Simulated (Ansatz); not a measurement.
Cost and result for the atomization energy of CBrCl$_{2}$F, SMILES `FC(Cl)(Cl)Br` (5 atoms, 4 bonds).

Charge 0, multiplicity 1. Correlated methods include outer-core shells of Br, which these sets cover unevenly. Scalar relativity is left out up to krypton. Geometry: relaxed with PBE0-D4/def2-TZVP. Program: Ansatz. All runs use 4 threads of a server CPU on a shared host. Times are those of one run each, without the atoms' runs, and a repeat can differ threefold. Electronic energies, without spin–orbit coupling; frozen cores. CCSD(T)/CBS adds CCSD(T) − MP2 in def2-TZVPP to the MP2 limit, and its time is that of the two runs behind it. T1 = 0.010. With those shells the extrapolation isn't a true limit. B3LYP takes the VWN-RPA correlation (the form of Gaussian; ORCA's B3LYP/G). HSE06 is the plane-wave form, built on full-range PBE exchange.

CCSD(T)/CBS is a level of theory with its own doubt, some kJ/mol a heavy atom from the limit and from the frozen cores, so smaller differences don't rank the functionals.

| level | functions | wall time |
| --- | --- | --- |
| BLYP-D4/def2-TZVPP | 194 | 0.6 s |
| PBE-D4/def2-TZVPP (with forces) | 194 | 0.7 s |
| PBE0-D4/def2-TZVPP | 194 | 0.9 s |
| HSE06-D4/def2-TZVPP | 194 | 1.1 s |
| CAM-B3LYP-D4/def2-TZVPP | 194 | 1.1 s |
| B3LYP-D4/def2-TZVPP (with forces) | 194 | 1.4 s |
| CCSD(T)/def2-SVP | 96 | 1.4 s |
| B2PLYP/def2-TZVPP | 194 | 1.5 s |
| r2SCANh-D4/def2-TZVPP | 194 | 1.6 s |
| B97M-V/def2-TZVPP | 194 | 1.9 s |
| MP2/def2-QZVPP | 343 | 4.7 s |
| CCSD(T)/def2-TZVPP | 194 | 24 s |
| CCSD(T)/CBS(def2) | – | 29 s |

Problem. What atomization energy does each give, and how far from CCSD(T)/CBS? (Estimate.)

Solution. Ansatz gave: 
```
                            level  atomization (kJ/mol)  difference from CCSD(T)/CBS  per bond
               BLYP-D4/def2-TZVPP                1419.2                         -2.5      -0.6
  PBE-D4/def2-TZVPP (with forces)                1529.8                        108.1      27.0
               PBE0-D4/def2-TZVPP                1448.9                         27.2       6.8
              HSE06-D4/def2-TZVPP                1451.4                         29.7       7.4
          CAM-B3LYP-D4/def2-TZVPP                1393.0                        -28.7      -7.2
B3LYP-D4/def2-TZVPP (with forces)                1387.2                        -34.5      -8.6
                 CCSD(T)/def2-SVP                1281.1                       -140.6     -35.1
                B2PLYP/def2-TZVPP                1376.9                        -44.8     -11.2
            r2SCANh-D4/def2-TZVPP                1419.6                         -2.1      -0.5
                B97M-V/def2-TZVPP                1428.2                          6.5       1.6
                   MP2/def2-QZVPP                1497.5                         75.8      19.0
               CCSD(T)/def2-TZVPP                1353.0                        -68.7     -17.2
                CCSD(T)/CBS(def2)                1421.7                          0.0       0.0
```

Leaving LDA and LC-ωPBE aside and taking each functional with its dispersion term where it has one, the values, not all of them listed here, spread over 244.4 kJ/mol, from BHLYP-D4 to PBE-D4. LDA lies +307.4 kJ/mol from PBE without D4, its usual overbinding. From r2SCAN to r2SCAN0 (25 % exact exchange), in def2-TZVPP and without D4, the atomization energy moves by −67.7 kJ/mol: exact exchange takes away binding that semilocal exchange gives to molecules. At CCSD(T), def2-SVP lies −140.6 kJ/mol from the extrapolated value and def2-TZVPP −68.7 kJ/mol: correlation converges slowly with the basis, and small sets miss more of it in the bonded molecule than in its fragments.
